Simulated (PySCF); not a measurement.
C4H7NSi, SMILES N#C/C=C\C[SiH3]. Atoms are numbered in the order given.

```xyz
13

N      2.8245     0.5239     0.2733
C      1.9970    -0.2915     0.4553
C      0.9846    -1.2740     0.6673
C     -0.2078    -1.2540     0.0119
C     -0.6517    -0.2175    -0.9572
Si    -1.8147     1.0597    -0.1236
H      1.2076    -2.0691     1.3963
H     -0.9258    -2.0566     0.2539
H      0.2068     0.3467    -1.3779
H     -1.2215    -0.6694    -1.7963
H     -2.2985     2.0381    -1.1581
H     -1.0692     1.7823     0.9606
H     -2.9970     0.3471     0.4747
```

Geometry: PBE-D3(BJ)/def2-SVP. The structure was generated by enumeration; whether it is a known compound was not checked. One conformer was computed; it need not be the lowest.

These are SMD-B3LYP/6-31G* (PySCF) values and carry that method's errors.

Solvation free energies are E(SMD) − E(gas) at the gas-phase geometry, for 1 M in both phases. In vacuum the dipole moment is 4.06 D.

Computed solvation free energies in water, N,N-dimethylformamide, tetrahydrofuran:
```tsv
solvent	ΔG(solv) (kcal/mol)	its non-electrostatic (CDS) part	dipole (D)
water	-2.0	5.3	5.61
N,N-dimethylformamide	-5.7	1.5	5.57
tetrahydrofuran	-5.4	0.6	5.30
```
